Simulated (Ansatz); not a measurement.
SiO3H2. The state is a triplet with charge 0. Geometry PBE-D4/def2-TZVP, that of the neutral singlet; atoms count from 1.

```xyz
6

Si   -0.176   -0.182   -0.446
O     0.702   -0.475    0.912
O    -0.722    1.349   -0.305
O    -0.433   -1.134   -1.612
H     1.086   -1.368    0.943
H    -0.457    1.810    0.509
```

At PBE0-D4/def2-TZVP a singlet of charge 0 lies 5.09 eV below the triplet at the same geometry. The structure comes from a short search, and lower isomers may exist.

(1) Estimate the Mulliken populations from the PBE0/def2-TZVP orbitals of Ansatz.

(2) Where does the spin sit?

(3) And the Mayer bond orders between bonded heavy atoms (over 0.3)?

Answers

(1) 
| atom | charge (e) | spin (α − β) |
| --- | --- | --- |
| Si1 | 0.24 | 1.08 |
| O2 | -0.38 | 0.01 |
| O3 | -0.41 | -0.05 |
| O4 | -0.03 | 0.84 |
| H5 | 0.29 | 0.05 |
| H6 | 0.29 | 0.07 |
Mulliken values and Mayer orders depend strongly on the basis.

(2) Summed by element: Si 1.08, O 0.80, H 0.12, of 2 unpaired in all. Largest on single atoms: Si1 1.08, O4 0.84, H6 0.07.

(3) Si1–O2 1.04 (1.64 Å); Si1–O3 1.08 (1.63 Å); Si1–O4 1.00 (1.53 Å).
